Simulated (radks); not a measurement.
All-electron atom: the rhodium ion Rh2+ in [Ar] 3d10 4s1 4p6 4d7 5s1 (not the ground configuration). All-electron calculation, scalar-relativistic Kohn-Sham, PBE, spin-polarised, spherical densities, finite nucleus; open shells are filled with parallel spins first (spin-orbit coupling, left out, can overturn this in heavy ions); Fermi nuclear charge, rms radius 4.4945 fm. Program: a radial shooting solver on a logarithmic mesh with Libxc functionals.

Radial electron density D(r) = 4 pi r^2 rho(r):

r (bohr)  D(r) (e/bohr)  spin D(r)
0.00458           13.63     0.0252
0.005289          16.78     0.0308
0.00606           20.24     0.0369
0.006998          24.42     0.0439
0.008082          29.09     0.0515
0.00926           33.84     0.0587
0.01069           39.08     0.0659
0.01235           44.27     0.0717
0.01426           49.08     0.0752
0.01634           52.90     0.0753
0.01887           55.80     0.0710
0.02179           57.21     0.0615
0.02497           57.05     0.0480
0.02884           55.45     0.0305
0.0333            52.92     0.0134
0.03816           50.51    0.00287
0.04407           49.04    0.00460
0.05089           49.73     0.0267
0.05877           53.13     0.0731
0.06733           58.50      0.137
0.07776           65.06      0.216
0.08981           70.25      0.288
0.1029            71.82      0.334
0.1188            68.80      0.358
0.1372            61.76      0.376
0.1572            53.98      0.431
0.1816            48.11      0.570
0.2097            47.18      0.788
0.2422            50.78       1.00
0.2775            55.13       1.07
0.3204            56.29      0.872
0.3701            51.11      0.452
0.424             41.13     0.0698
0.4896            28.91     0.0223
0.5655            19.35      0.572
0.6479            14.83       1.57
0.7482            14.09       2.78
0.8641            14.88       3.65
0.9979            14.77       3.88
1.143             13.04       3.55
1.32              10.07       2.91
1.525             6.958       2.24
1.747             4.568       1.72
2.018             2.797       1.29
2.33              1.663      0.935
2.67             0.9791      0.645
3.083            0.5187      0.389
3.561            0.2443      0.201
4.112           0.09821     0.0865
4.711           0.03440     0.0316
5.441          0.008823    0.00837
6.283          0.001668    0.00161
7.199         0.0002511   0.000246

D(r) has 4 maxima, at r = 0.0231, 0.101, 0.308, 0.921 bohr, and minima at 0.0455, 0.200, 0.719 bohr, inside which lie 2.01, 11.14, 29.12 electrons.
